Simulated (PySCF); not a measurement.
**Radial density of B (boron, neutral)**

B97-3, [He] 2s1 2p2, high-spin 4P determinant (an excited configuration). Calculation: PySCF 2.14, in aug-cc-pCVTZ-DK (7s6p4d2f, 59 functions); scalar relativity by spin-free X2C-1e.

| r (bohr) | 4πr²ρ (e/bohr) | 4πr²(ρα − ρβ) |
| --- | --- | --- |
| 0.00612 | 0.03210 | 0.0007 |
| 0.0103 | 0.08708 | 0.0020 |
| 0.0173 | 0.2273 | 0.0052 |
| 0.0291 | 0.5698 | 0.0130 |
| 0.0490 | 1.318 | 0.0298 |
| 0.0824 | 2.678 | 0.0597 |
| 0.139 | 4.362 | 0.0938 |
| 0.233 | 4.982 | 0.1029 |
| 0.392 | 3.266 | 0.1167 |
| 0.660 | 1.236 | 0.4317 |
| 1.11 | 1.223 | 1.1789 |
| 1.87 | 1.308 | 1.3077 |
| 3.14 | 0.4624 | 0.4624 |
| 5.28 | 0.03857 | 0.0386 |
| 8.88 | 0.0002435 | 0.0002 |

Densities and radii are taken from the X2C orbitals without a picture-change correction, which distorts them close to the nucleus.
